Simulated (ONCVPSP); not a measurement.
## Cu: one change to an ONCV potential, before and after

* Element: copper (Cu)
* Generator: ONCVPSP 4.0.1
* Type: optimised norm-conserving Vanderbilt (ONCV)
* Functional: PBE
* Relativity: scalar-relativistic
* Frozen core: [Ne] 3s2
* Valence charge: 17
* Reference configuration: 3p6 3d10 4s1
* Partial waves: 4s: rc 2.50 bohr, ncon 3, nbas 6, qcut 3.1 1/bohr, 2 projectors, debl 1 Ha; 3p: rc 1.00 bohr, ncon 4, nbas 7, qcut 11.6 1/bohr, 2 projectors, debl 3.7 Ha; 3d: rc 1.60 bohr, ncon 5, nbas 10, qcut 9.7 1/bohr, 2 projectors, debl 3 Ha
* Local potential: polynomial inside 0.80 bohr (lpopt 5, dvloc0 4 Ha)
* Core correction: polynomial model core, fcfact 0.4

All-electron outer shells of the reference configuration (PBE, scalar-relativistic, ld1.x):

| shell | level (eV) | outermost node (bohr) | outermost maximum (bohr) |
| --- | --- | --- | --- |
| 3s | -114.70 | 0.29 | 0.61 |
| 3p | -72.14 | 0.26 | 0.62 |
| 3d | -5.04 | – | 0.60 |
| 4s | -4.61 | 0.89 | 2.27 |

Change: p: rc 0.72; local potential polynomial inside 0.72 bohr (lpopt 5, dvloc0 4 Ha).

Cutoffs: the cutoffs (Ha) at which the residual kinetic energy of the hardest occupied pseudo-wave falls to 1 and 0.1 mHa per electron; they do not see the model core or the augmentation charge, which bear on the density cutoff. Errors are all-electron minus pseudo energies relative to the spin-unpolarised reference configuration.

Question: Predict the effect on cutoff, ghosts and configuration errors.

Answer: The potential gets harder (46 Ha and 54 Ha → 113 Ha and 259 Ha); both files keep a bound ghost (s); the errors of the 3 common tests hardly move. A smaller radius makes the pseudo-wave follow the all-electron one further in, where it bends more sharply, so more plane waves are needed.

```csv
quantity,base,changed
"cutoff, loose",46 Ha,113 Ha
"cutoff, tight",54 Ha,259 Ha
loose cutoff by channel,"s 3.6 Ha, p 46 Ha, d 41 Ha","s 3.6 Ha, p 113 Ha, d 41 Ha"
bound ghosts,s,s
GHOST(+) flags under 300 eV,none,none
tests with a reliable result,3 of 4,3 of 4
"error for 3p6 3d10 4s0, meV [ΔE 8.15 eV]",-0.1,-0.2
"error for 3p6 3d9 4s0, meV [ΔE 29.48 eV]",-39,-38
"error for 3p6 3d9 4s2, meV [ΔE 1.97 eV]",+63,+64
s: phases at 2.53 bohr within 0.05 rad from the reference energy up to (Ha; the scan ends near 5),2.2,2.1
d: phases at 1.63 bohr within 0.05 rad from the reference energy up to (Ha; the scan ends near 5),to the end of the scan,to the end of the scan
"rms error of d²Exc/dni dnj with the model core, mHa",0.48,0.43
```

 A true bound ghost makes a file unfit for plane-wave use even where its test errors are small: the radial tests pick states by their node count and pass the ghost by.
